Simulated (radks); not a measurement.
Charge is removed step by step from the 2s level of Cl4+, starting from [Ne] 3s2 3p1. Method: scalar-relativistic Kohn-Sham, PBE, spin-unpolarised, spherical densities, point nucleus; computed with a radial shooting solver on a logarithmic mesh with Libxc functionals.

| removed (e) | E - E(0) (eV) | eigenvalue (eV) | E minus straight line (eV) |
|---|---|---|---|
| 0 | 0.000 | -316.44 | 0.000 |
| 0.25 | 80.454 | -327.28 | -4.120 |
| 0.5 | 163.63 | -338.25 | -5.513 |
| 0.75 | 249.57 | -349.33 | -4.149 |
| 1 | 338.29 | -360.53 | 0.000 |

Removing the whole electron costs 338.29 eV by Delta-SCF, against 316.44 eV from minus the eigenvalue at the starting occupation. Slater's transition state (half an electron removed) gives 338.25 eV. Integrating minus the eigenvalue over the occupation (Janak's theorem) gives 338.33 eV. In this scalar-relativistic scheme the density is built from large components alone, so the theorem holds only approximately. The mean slope of the eigenvalue, de/dn, is 44.1 eV per electron.
